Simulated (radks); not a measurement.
The numbers below are computed, except where a source is named.
All-electron atom: the palladium ion Pd4+ in [Kr] 4d(up 3.75, down 2.25) (fractional occupations, a model configuration). Level of theory: scalar-relativistic Kohn-Sham, PBE, spin-polarised, spherical densities, finite nucleus; Fermi nuclear charge, rms radius 4.5318 fm (a radial shooting solver on a logarithmic mesh with Libxc functionals).

Unscreened Slater integrals over Kohn-Sham orbitals (eV). They are taken over the spin-up orbitals.

| integral | value |
|---|---|
| F0(4d,4d) | 19.687 |
| F2(4d,4d) | 10.002 |
| F4(4d,4d) | 6.6066 |
| F0(4d,4p) | 21.577 |
| F2(4d,4p) | 10.860 |
| G1(4d,4p) | 13.718 |
| G3(4d,4p) | 8.4476 |
| F0(4d,4s) | 22.240 |
| G2(4d,4s) | 10.204 |
| F0(4p,4p) | 24.159 |
| F2(4p,4p) | 12.729 |
| F0(4p,4s) | 25.114 |
| G1(4p,4s) | 17.097 |
| F0(4s,4s) | 26.210 |

Derived for the open shells (J is the average intra-shell exchange parameter used in DFT+U). 4d: Racah B = F2/49 - 5 F4/441 = 0.1292 eV, C = 35 F4/441 = 0.5243 eV, C/B = 4.06, F4/F2 = 0.661, J = (F2 + F4)/14 = 1.186 eV.
